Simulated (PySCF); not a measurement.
# $^{15}$N chemical shifts

Fast rotation and ring inversion assumed for equivalent nuclei, no relativistic terms, no solvent model, single conformer. Shieldings: GIAO PBE0/pcSseg-1; geometry: GFN2-xTB; PySCF 2.14.0 with density-fitted response routines.

Shieldings were converted by a linear fit to measured shifts: $^{15}$N: δ = -148.07 − 0.921σ (rms 6.3 ppm, 71 shifts vs CH3NO2, solution or neat liquid). Occasional misses reach two or three times the rms, and more in compound classes unlike the fitted ones.

Task: Give the $^{15}$N shifts of `C=N[Si@H](O)N(C)C`, `CC(=O)c1cn([SiH](C)C)nn1`, `Cc1nnc(C=O)n1[SiH](C)C`, `CC(C#N)C#N`.

Result: 
| compound | environment | δ (ppm) |
| --- | --- | --- |
| [CH2:1]=[N:2][Si@H:3]([OH:4])[N:5]([CH3:6])[CH3:7] | N2: imine nitrogen | 7.6 |
| [CH2:1]=[N:2][Si@H:3]([OH:4])[N:5]([CH3:6])[CH3:7] | N5: nitrogen bonded to 2 C, Si | -366.1 |
| [CH3:1][C:2](=[O:3])[c:4]1[cH:5][n:6]([SiH:7]([CH3:8])[CH3:9])[n:10][n:11]1 | N10: pyridine-type nitrogen of an azole | -17.5 |
| [CH3:1][C:2](=[O:3])[c:4]1[cH:5][n:6]([SiH:7]([CH3:8])[CH3:9])[n:10][n:11]1 | N11: pyridine-type nitrogen of an azole | -23.5 |
| [CH3:1][C:2](=[O:3])[c:4]1[cH:5][n:6]([SiH:7]([CH3:8])[CH3:9])[n:10][n:11]1 | N6: pyrrole-type ring nitrogen | -140.5 |
| [CH3:1][c:2]1[n:3][n:4][c:5]([CH:6]=[O:7])[n:8]1[SiH:9]([CH3:10])[CH3:11] | N4: pyridine-type nitrogen of an azole | -10.6 |
| [CH3:1][c:2]1[n:3][n:4][c:5]([CH:6]=[O:7])[n:8]1[SiH:9]([CH3:10])[CH3:11] | N3: pyridine-type nitrogen of an azole | -43.7 |
| [CH3:1][c:2]1[n:3][n:4][c:5]([CH:6]=[O:7])[n:8]1[SiH:9]([CH3:10])[CH3:11] | N8: pyrrole-type ring nitrogen | -210.8 |
| CC(C#N)C#N | nitrile nitrogen (×2) | -111.9 |

Task: Order these by $^{15}$N shift, lowest first.
A. S=C=NC1CCCCC1
B. N#CS
C. CC(C#N)C#N

Result: A (-277.7 ppm, heterocumulene nitrogen), C (-111.9 ppm, nitrile nitrogen), B (-89.8 ppm, nitrile nitrogen).
